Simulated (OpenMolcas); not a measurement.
Ni4+: moving or changing the point charges

Ni4+ among 6 point charges of -2 e arranged as a tetragonal octahedron (D4h), 1.95 Å from the ion, with the axial distance 2.281 Å.

| Property | Result |
| --- | --- |
| Program | OpenMolcas |
| Method | SS-CASPT2, IPEA 0.25 Eh, imaginary shift 0.1 Eh (closed shells correlated: 3s 3p) |
| Basis | ANO-RCC-VDZP [5s4p2d1f] |
| Scalar Hamiltonian | DKH2, point nucleus |
| Active space | 6 electrons in 5 orbitals (3d) |
| State averaging | 2S+1 = 5 even, 5 roots; 2S+1 = 3 even, 45 roots; 2S+1 = 1 even, 50 roots |
| Spin-orbit coupling | state interaction with AMFI integrals over the reference wave functions |

Runs around this geometry, states (labels of D4, the rotations of D4h). Energies in cm-1 above the lowest state or level, χT in cm3 K/mol.

```
R (Å)  q (e)  Axial / equatorial distance  Ground state  First state of that spin  First gap with spin-orbit (degeneracies)  χT at 300 K  First state of another spin
 1.95     -2                         1.08            5E                  5B2 1330                                 22 (2, 1)        4.618                     3E 27840
 1.95   -1.3                         1.17            5E                   5A1 740                                 25 (1, 2)        5.101                     3E 28100
 1.78     -2                         1.17            5E                  5A1 1920                                 43 (2, 1)        4.484                     3E 27350
 1.95     -2                         1.17            5E                  5A1 1120                                 12 (1, 2)        4.833                     3E 27880
 2.17     -2                         1.17            5E                   5A1 550                                  1 (2, 1)        5.184                     3E 28130
```

Taking the first state of the same spin as R^-n, n = -ln(550 / 1920) / ln(2.17 / 1.78) = 6.3 between the shortest and longest distance.

Scaling the charges by -1.3 / -2 = 0.65 scales the first state of the same spin by 740 / 1120 = 0.66; with fixed orbitals a first-order splitting would follow the charge.

An orbital doublet at a regular site is open to a Jahn-Teller distortion, which this geometry leaves out. Point charges give a weaker field than real ligands, and real ions of this kind are often low spin; the high spin found here belongs to the model. Free-ion shares, where given, are those of the reference states; single-state CASPT2 does not remix them. The ground term spreads over less than 5000 cm-1, several times less than with real ligands, so orbital moments are less quenched and χT lies further from the spin-only value than at real sites (holds for R = 1.95, q = -2, ratio = 1.08; R = 1.95, q = -1.3, ratio = 1.17; R = 2.17, q = -2, ratio = 1.17). Spin-orbit coupling mixes the spin-free states strongly: the lowest level takes only 66 % from its leading state, 5E (holds for R = 2.17, q = -2, ratio = 1.17). Point charges carry no covalency, so the field is a model and not that of real ligands. No measured value stands beside these numbers.
